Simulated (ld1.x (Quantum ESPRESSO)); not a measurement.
# Pseudopotential generation for platinum (Pt): TM, LDA (PZ), scalar-relativistic.

* Element: Pt (Z = 78)
* Generator: ld1.x (Quantum ESPRESSO) 7.5
* Type: norm-conserving Troullier–Martins (Kleinman–Bylander form)
* Functional: LDA (PZ)
* Relativity: scalar-relativistic
* Frozen core: [Kr] 4d10 4f14 5s2
* Valence charge: 16
* Reference configuration: 5p6 5d9 6s0.75 6p0.25
* Partial waves: 5p (bound): rc 1.45 bohr; 5d (bound): rc 1.50 bohr; 6s (bound): rc 2.40 bohr
* Local potential: the s channel
* Core correction: Bessel-smoothed model core inside 1.15 bohr

Occupied shells without a wave of their own: 6p. They enter only through the test configuration that unscreens the potential, and ld1.x also counts them in the model core charge.

All-electron outer shells of the reference configuration (LDA (PZ), scalar-relativistic, ld1.x):

```json
{"shell": "5s", "level (eV)": "-102.75", "outermost node (bohr)": "0.49", "outermost maximum (bohr)": "0.87"}
{"shell": "4f", "level (eV)": "-71.05", "outermost node (bohr)": "–", "outermost maximum (bohr)": "0.38"}
{"shell": "5p", "level (eV)": "-56.84", "outermost node (bohr)": "0.53", "outermost maximum (bohr)": "0.98"}
{"shell": "5d", "level (eV)": "-6.90", "outermost node (bohr)": "0.57", "outermost maximum (bohr)": "1.26"}
{"shell": "6s", "level (eV)": "-6.38", "outermost node (bohr)": "1.14", "outermost maximum (bohr)": "2.35"}
{"shell": "6p", "level (eV)": "-1.30", "outermost node (bohr)": "1.36", "outermost maximum (bohr)": "3.55"}
```

Calculated quality:

```
Cutoffs needed           : 70 Ry and 110 Ry (the cutoffs (Ry, on a coarse ladder) from which the occupation-weighted sum of valence levels, in a spherical-Bessel basis at the reference potential, stays within 10 and 1 mRy of its value at 400 Ry)
Ghost test               : no extra level below or beside the all-electron valence levels (p, d, s, f tested) (spherical-Bessel basis up to 400 Ry, 20 bohr box)
Largest excitation error : +289 meV (all-electron minus pseudo) for 5p6 5d7 6s0 6p0, out of 7 test configurations
```

The potential misses its own reference levels by up to 0.4 eV. ld1.x takes every shell without a wave as core, so the model core holds the 6p electrons as well and exchange and correlation see them twice. This cancels in the reference configuration, but the file is broken for other ones, and its errors say nothing about a proper core correction.

Generation and tests took about 2.8 s on one core of a shared server CPU.
